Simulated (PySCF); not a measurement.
Compound: C5H13N2 (doublet state).
Geometry (GFN2-xTB, Å), atoms numbered from 1 in this order:
```xyz
20
C5H13N2 angstrom
C     -3.3016    0.4285   -0.5064
C     -1.8869    0.7562   -0.0468
C     -0.9454   -0.4325   -0.2355
N      0.3916   -0.0928    0.1910
C      1.4600   -0.9019   -0.1953
C      2.7903   -0.6454    0.4111
N      3.5123    0.5237   -0.1296
H     -3.3087    0.1632   -1.5612
H     -3.7019   -0.4100    0.0597
H     -3.9567    1.2843   -0.3630
H     -1.9023    1.0376    1.0092
H     -1.5014    1.6060   -0.6131
H     -0.8971   -0.7038   -1.2939
H     -1.3422   -1.3030    0.3134
H      0.4427    0.1874    1.1639
H      1.4095   -1.2533   -1.2146
H      2.6906   -0.4734    1.4879
H      3.4422   -1.5096    0.2567
H      2.9363    1.3534   -0.0204
H      3.6634    0.3960   -1.1259
```

The hyperfine couplings belong to this conformer and change with its torsions.

Identity: `CCCN[CH]CN` [radical].

Method used: PySCF, UKS B3LYP, pcH-1 on C H N, non-relativistic, mean-field spin-orbit, GIAO. Geometry: GFN2-xTB, one conformer, isolated molecule. Couplings are sensitive to structure, and on GFN2-xTB geometries they can be far from those on DFT ones. No stability test was run, so a lower SCF solution isn't excluded.

Mulliken spin populations: C1 +0.001, C2 +0.002, C3 -0.009, N4 +0.167, C5 +0.817, C6 -0.036, N7 +0.061, H8 0.000, H9 0.000, H10 0.000, H11 0.000, H12 +0.002, H13 0.000, H14 +0.026, H15 -0.004, H16 -0.029, H17 +0.005, H18 +0.005, H19 -0.007, H20 +0.002.

Task: Give the computed dipolar 1H tensors of H8, H9, H10, H11, H12, H13, H14, H17, H18, H19, H20.

Result: 
```tsv
atom	position	distance from C5 (Å)	T1 (MHz)	T2	T3
H8	5 bonds from C5	5.07	-0.66	-0.63	1.29
H9	5 bonds from C5	5.19	-0.74	-0.56	1.30
H10	5 bonds from C5	5.84	-0.50	-0.44	0.94
H11	4 bonds from C5	4.06	-1.79	-1.49	3.28
H12	4 bonds from C5	3.90	-2.10	-1.64	3.73
H13	γ, 3 bonds from C5	2.61	-3.84	-3.01	6.85
H14	γ, 3 bonds from C5	2.88	-3.76	-2.56	6.32
H17	β, 2 bonds from C5	2.13	-5.19	-3.56	8.75
H18	β, 2 bonds from C5	2.12	-6.04	-3.37	9.41
H19	γ, 3 bonds from C5	2.70	-7.17	0.30	6.87
H20	γ, 3 bonds from C5	2.72	-7.16	-1.91	9.07
```

Task: Estimate them with point dipoles: put each population ρk at its nucleus, leave out the nucleus itself and the atom bound to it, and sum T = Σ [ρk/(2S)]·C·(3 n nᵀ − 1)/r³ with C = μ0 gₑ μB g_N μN/(4π h) = 79.06 MHz Å³.

Result: 
```tsv
atom	T1 (MHz)	T2	T3	T3, computed	difference in T3 (%)
H8	-0.69	-0.67	1.36	1.29	+6
H9	-0.74	-0.68	1.43	1.30	+10
H10	-0.49	-0.46	0.96	0.94	+2
H11	-1.67	-1.50	3.16	3.28	-4
H12	-1.74	-1.66	3.40	3.73	-9
H13	-4.78	-4.03	8.81	6.85	+29
H14	-4.04	-3.40	7.44	6.32	+18
H17	-7.37	-6.33	13.70	8.75	+56
H18	-7.45	-6.08	13.53	9.41	+44
H19	-3.65	-3.19	6.84	6.87	0
H20	-3.39	-3.09	6.48	9.07	-29
```

In T3 the estimate is closest for H19 (0 %, 2.70 Å from C5) and worst for H17 (+56 %, 2.13 Å).

Task: If all the spin sat on C5, T∥ = 2C/r³. What distance does the computed T3 of H11 then imply?

Result: r = (2 × 79.06/3.28)^(1/3) = 3.64 Å, against 4.06 Å in the structure.
